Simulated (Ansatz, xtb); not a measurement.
**C3H6GeN2: which of two isomers lies lower**

Structure a: `[GeH3][c]1cnc[nH]1`, a singlet. Structure b: `[GeH3][c]1c[nH]cn1`, a singlet. Both are isolated molecules in the gas phase, relaxed with PBE0-D3(BJ)/def2-SVP.

Problem. Estimate E(b) − E(a) at the level CCSD(T)/def2-SVP + ΔMP2/def2-TZVPP.

Solution. Too close to call at this level: CCSD(T)/def2-SVP + ΔMP2/def2-TZVPP gives E(b) − E(a) = +0.80 kcal/mol.

How the difference moves with the method:

```tsv
level	geometry	E(b) − E(a) (kcal/mol)	departure from the last row (kcal/mol)	job, with rough time for the two
GFN2-xTB	GFN2-xTB	+0.11	−0.70	optimisation, 0.21 s
HF/STO-3G	GFN2-xTB	+1.20	+0.40	single point, 0.66 s
r2SCAN-D4/def2-SVP	GFN2-xTB	+1.45	+0.64	single point, 6.9 s
PBE0-D3(BJ)/def2-SVP	PBE0-D3(BJ)/def2-SVP	+0.89	+0.08	optimisation, 1.9 min
HF/def2-SVP	PBE0-D3(BJ)/def2-SVP	+0.65	−0.15	part of the CCSD(T) run
MP2/def2-SVP	PBE0-D3(BJ)/def2-SVP	+0.59	−0.22	part of the CCSD(T) run
CCSD(T)/def2-SVP	PBE0-D3(BJ)/def2-SVP	+0.60	−0.20	single point
CCSD(T)/def2-SVP + ΔMP2/def2-TZVPP	PBE0-D3(BJ)/def2-SVP	+0.80		single point, 96 s
```

As drawn, both hold the same kinds of bond in the same numbers.

The largest departure from CCSD(T)/def2-SVP + ΔMP2/def2-TZVPP is that of GFN2-xTB, 0.70 kcal/mol. The last row adds to CCSD(T) the change of the MP2 difference between the two basis sets, here +0.20 kcal/mol.

With thermal terms from frequencies at re-optimised GFN2-xTB minima (ideal gas, soft modes damped towards free rotors, one conformer each, 298.15 K, 1 atm): the zero-point term adds −0.11 kcal/mol; ΔH is +0.75 and ΔG +0.68 kcal/mol.

The correlated steps freeze 14 core orbitals; the filled d shell of Ge is correlated, in a basis made for valence electrons. Codes used: Ansatz 0.2.0, xtb 6.7.1; the last row on 2 threads of Arm Neoverse V1 on a shared host.
